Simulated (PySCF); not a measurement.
Ionisation energy of La²⁺ by level of theory

La²⁺ [Xe] 5d1 (2D) → La³⁺ [Xe] (1S), as a difference of total energies. Computed with PySCF 2.14 in x2c-QZVPPall, with the spin-free X2C one-electron Hamiltonian (Gaussian nucleus). Correlated levels: valence: [Kr] 4d10 frozen; valence and next inner shell: [Ar] 3d10 frozen. The calculations carry no spin-orbit coupling.

| method | ionisation energy (eV) |
| --- | --- |
| UHF | 18.218 |
| LDA | 19.321 |
| PBE | 19.316 |
| PBE0 | 19.244 |
| r2SCAN | 19.169 |
| MP2 (valence) | 18.801 |
| SCS-MP2 (valence) | 18.745 |
| MP2 (valence and next inner shell) | 18.767 |
| SCS-MP2 (valence and next inner shell) | 18.721 |

**Question.** How much does correlation contribute at MP2 (valence and next inner shell)?

**Answer.** 18.767 − (18.218) = 0.549 eV, measured against UHF.

A first-order spin-orbit estimate (lowest level to lowest level, LS coupling) adds 0.130 eV.

For comparison: 19.177 eV (measured; NIST Atomic Spectra Database, ionization energies).
